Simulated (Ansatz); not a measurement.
`C1N[SiH2]O1`. Charge 0, multiplicity 1. The geometry is a stationary point of PBE0-D4/def2-TZVP.

```xyz
9

C    -1.055    0.277   -0.151
N    -0.096    0.136    0.951
Si    1.114   -0.160   -0.244
O    -0.157    0.190   -1.267
H    -1.558    1.249   -0.161
H    -1.802   -0.526   -0.190
H    -0.361   -0.420    1.746
H     1.667   -1.540   -0.356
H     2.248    0.794   -0.327
```

(1) What is the dipole moment at B3LYP/def2-TZVPP? (Estimate.)

(2) And with PBE, r2SCAN, ωB97M-V? (Best estimate.)

(3) Give the Mulliken charges with B3LYP, r2SCAN, ωB97M-V in def2-TZVPP. (Best estimate.)

Results:

(1) Computed: 1.87 D, with components (-0.31, -1.00, 1.55) D in this frame, pointing from negative to positive charge.

(2) The calculation gave: PBE 1.80 D, r2SCAN 1.85 D, ωB97M-V 1.88 D.

(3) The calculation gave: 
| atom | B3LYP | r2SCAN | ωB97M-V |
| --- | --- | --- | --- |
| C1 | 0.13 | 0.26 | 0.08 |
| N2 | -0.39 | -0.43 | -0.37 |
| Si3 | 0.58 | 0.61 | 0.51 |
| O4 | -0.44 | -0.45 | -0.43 |
| H5 | 0.09 | 0.04 | 0.11 |
| H6 | 0.09 | 0.04 | 0.11 |
| H7 | 0.12 | 0.13 | 0.10 |
| H8 | -0.10 | -0.11 | -0.06 |
| H9 | -0.09 | -0.10 | -0.05 |

B3LYP here is the variant with VWN-RPA as its local correlation; programs differ in this.
